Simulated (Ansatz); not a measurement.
Reactions of CH₆OS₂Si, SMILES `SCO[SiH2]S`.

Computed with Ansatz on PBE0-D4/def2-TZVP structures; ΔE is electronic, products minus reactants. CBS: MP2 limit from def2 TZ/QZ plus the TZ coupled-cluster correction, frozen cores. This one scheme is used for every species. def2 core potentials past Kr. For Te outer-core shells are correlated without core-valence functions, which leaves a few kJ/mol of doubt a bond. Each species was taken in one conformer, which may not be the lowest.

**Question.** Order these by ΔE at CCSD(T)/CBS, lowest first. (An estimate is asked.)
A. `SCO[SiH2]S` + H₂ → `[SiH3]OCS` + H₂S
B. `SCO[SiH2]S` + CH₃SH → `CSCS` + `O[SiH2]S`
C. `SCO[SiH2]S` + H₂Te → `S[SiH2][TeH]` + `OCS`

**Answer.** B (-11.1 kcal/mol), C (+10.6 kcal/mol), A (+13.7 kcal/mol).

Largest T1 diagnostic: 0.012, for `SCO[SiH2]S`.
